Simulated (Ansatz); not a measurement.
`F[SiH2]C1CO1` → `FC1CO1` + `[SiH2]`  (silylene formation by 1,1-elimination)

Program: Ansatz. Geometries: PBE0-D4/def2-TZVP. ΔE: electronic, gas phase. CBS: MP2 limit from def2 TZ/QZ plus the TZ coupled-cluster correction, frozen cores. This one scheme is used for every species. DFT in def2-TZVPP. B3LYP here is the variant with VWN-RPA as its local correlation; programs differ in this. One conformer a species, not always the lowest.

`F[SiH2]C1CO1`:

Cartesian coordinates in Å:
```
F -1.430 1.734 -1.155
Si -0.652 1.244 0.156
C 0.612 -0.045 -0.308
C 0.344 -1.464 -0.045
O 1.129 -0.718 0.856
H -0.004 2.431 0.761
H -1.626 0.628 1.088
H 1.371 0.173 -1.059
H 0.886 -2.210 -0.621
H -0.631 -1.773 0.325
```

`FC1CO1`:

Cartesian coordinates in Å:
```
F 0.031 -0.337 -1.735
C 0.297 -0.462 -0.416
C -0.217 0.535 0.501
O -0.779 -0.784 0.376
H 1.216 -1.021 -0.262
H 0.287 0.739 1.442
H -0.835 1.330 0.095
```

`[SiH2]`:

```xyz
3

Si    0.142    0.098   -0.691
H     0.986   -0.233    0.536
H    -1.128    0.135    0.154
```

```json
{"level": "PBE-D4", "ΔE (kJ/mol)": "396.8", "difference from CCSD(T)/CBS": "-19.8"}
{"level": "r2SCAN-D4", "ΔE (kJ/mol)": "423.0", "difference from CCSD(T)/CBS": "6.4"}
{"level": "PBE0-D4", "ΔE (kJ/mol)": "409.1", "difference from CCSD(T)/CBS": "-7.5"}
{"level": "B3LYP-D4", "ΔE (kJ/mol)": "401.4", "difference from CCSD(T)/CBS": "-15.2"}
{"level": "ωB97X-V", "ΔE (kJ/mol)": "412.2", "difference from CCSD(T)/CBS": "-4.4"}
{"level": "ωB97M-V", "ΔE (kJ/mol)": "401.9", "difference from CCSD(T)/CBS": "-14.7"}
{"level": "B2PLYP", "ΔE (kJ/mol)": "406.8", "difference from CCSD(T)/CBS": "-9.8"}
{"level": "PBE", "ΔE (kJ/mol)": "389.2", "difference from CCSD(T)/CBS": "-27.4"}
{"level": "r2SCAN", "ΔE (kJ/mol)": "421.1", "difference from CCSD(T)/CBS": "4.5"}
{"level": "PBE0", "ΔE (kJ/mol)": "402.5", "difference from CCSD(T)/CBS": "-14.1"}
{"level": "B3LYP", "ΔE (kJ/mol)": "389.2", "difference from CCSD(T)/CBS": "-27.4"}
{"level": "HF/def2-TZVPP", "ΔE (kJ/mol)": "391.0", "difference from CCSD(T)/CBS": "-25.6"}
{"level": "MP2/def2-TZVPP", "ΔE (kJ/mol)": "433.7", "difference from CCSD(T)/CBS": "17.1"}
{"level": "SCS-MP2/def2-TZVPP", "ΔE (kJ/mol)": "419.4", "difference from CCSD(T)/CBS": "2.8"}
{"level": "CCSD/def2-TZVPP", "ΔE (kJ/mol)": "400.1", "difference from CCSD(T)/CBS": "-16.5"}
{"level": "CCSD(T)/def2-TZVPP", "ΔE (kJ/mol)": "403.3", "difference from CCSD(T)/CBS": "-13.3"}
{"level": "HF/def2-QZVPP", "ΔE (kJ/mol)": "394.0", "difference from CCSD(T)/CBS": "-22.6"}
{"level": "MP2/def2-QZVPP", "ΔE (kJ/mol)": "442.4", "difference from CCSD(T)/CBS": "25.8"}
{"level": "SCS-MP2/def2-QZVPP", "ΔE (kJ/mol)": "428.3", "difference from CCSD(T)/CBS": "11.7"}
{"level": "HF/CBS(def2)", "ΔE (kJ/mol)": "394.5", "difference from CCSD(T)/CBS": "-22.1"}
{"level": "MP2/CBS(def2)", "ΔE (kJ/mol)": "447.0", "difference from CCSD(T)/CBS": "30.4"}
{"level": "CCSD/CBS(def2)", "ΔE (kJ/mol)": "413.4", "difference from CCSD(T)/CBS": "-3.2"}
{"level": "CCSD(T)/CBS", "ΔE (kJ/mol)": "416.6", "difference from CCSD(T)/CBS": "0"}
```

Largest T1 diagnostic among the species: 0.014.

From PBE to PBE0 (25 % exact exchange), in def2-TZVPP and without D4, ΔE moves by +13.3 kJ/mol. In def2-TZVPP, CCSD(T) changes the Hartree–Fock value by +12.4 kJ/mol (the triples alone add +3.2 kJ/mol) and MP2 by +42.7 kJ/mol.
